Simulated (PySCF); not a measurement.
## HgOF: one run

HgOF (doublet). PySCF 2.14.0, UKS PBE0, Hg def2-SVP with ECP60, O def2-SVP, F def2-SVP; non-relativistic Hamiltonian with scalar-relativistic core potentials where named; density fitting; no spin-orbit coupling. Purpose: one electron removed, vertical, doublet.

```python
mol = gto.M(atom='''
Hg     0.01295     0.00000     0.34261
O      1.88864     0.00000     0.28608
F     -2.00817     0.00000     0.41223''',
    basis={'Hg': 'def2-SVP', 'O': 'def2-SVP', 'F': 'def2-SVP'},
    ecp={'Hg': 'def2-SVP'},
    charge=0, spin=1)
mf = dft.UKS(mol, xc='PBE0')
mf.grids.atom_grid = (50, 194)
mf = mf.density_fit()  # fitting sets: Hg def2-universal-JKFIT, O def2-universal-JKFIT, F def2-universal-JKFIT
mf.conv_tol = 1e-08; mf.max_cycle = 55
mf.kernel(dm0)  # dm0: converged density of the relaxed state
```

Run from Python with OMP_NUM_THREADS=2; the lines above give its settings. Where DIIS fails, smearing, a level shift and second-order steps follow.
It took 0.7 s on 2 threads of Arm Neoverse V2, with other jobs on the host, from an already converged density.

Question: Where do the frontier levels lie, over both spins?

Answer: HOMO -8.66 eV, LUMO -4.37 eV. 

Question: What are the Mulliken charges and spins?

Answer: 
```json
{"atom": "Hg1", "charge (e)": "0.794", "spin (e)": "0.005"}
{"atom": "O2", "charge (e)": "-0.351", "spin (e)": "1.001"}
{"atom": "F3", "charge (e)": "-0.443", "spin (e)": "-0.006"}
```

Question: How does its energy compare with the relaxed singlet of charge -1 in vacuum?

Answer: It lies 2.315 eV higher.

Open shells may have lower solutions than the one found.
